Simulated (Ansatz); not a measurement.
`CC(F)OC(F)F` and `COC(C)F` differ in one atom or group.

Ansatz, PBE0-D4/def2-TZVP geometries, multiplicity 1. Each molecule was computed in one conformer, which needn't be the lowest.

```tsv
property	`CC(F)OC(F)F`
LUMO energy (ωB97M-V/def2-TZVPP) / eV	2.83
LUMO energy (PBE/def2-TZVPP) / eV	0.58
size of the dipole moment (B3LYP/def2-TZVPP) / D	1.98
HOMO–LUMO gap (PBE0/def2-TZVPP) / eV	11.09
size of the dipole moment (ωB97M-V/def2-TZVPP) / D	1.97
HOMO–LUMO gap (PBE/def2-TZVPP) / eV	8.51
```

What does the change do to each property? (An estimate is asked.)

Ansatz gave: 
| property | `COC(C)F` | shift |
| --- | --- | --- |
| LUMO energy (ωB97M-V/def2-TZVPP) / eV | 2.98 | 0.15 |
| LUMO energy (PBE/def2-TZVPP) / eV | 0.69 | 0.11 |
| size of the dipole moment (B3LYP/def2-TZVPP) / D | 1.54 | -0.44 |
| HOMO–LUMO gap (PBE0/def2-TZVPP) / eV | 9.81 | -1.28 |
| size of the dipole moment (ωB97M-V/def2-TZVPP) / D | 1.54 | -0.43 |
| HOMO–LUMO gap (PBE/def2-TZVPP) / eV | 7.35 | -1.16 |

With PBE0 the HOMO rises by 1.39 eV and the LUMO rises by 0.10 eV, so the gap narrows by about 1.29 eV. PBE moves the HOMO by 1.26 eV and ωB97M-V by 1.40 eV. Dipoles are sizes alone; their direction can turn.

Positive LUMOs are unbound, so they and the gaps depend on the basis.

B3LYP here is the variant with VWN-RPA as its local correlation; programs differ in this.
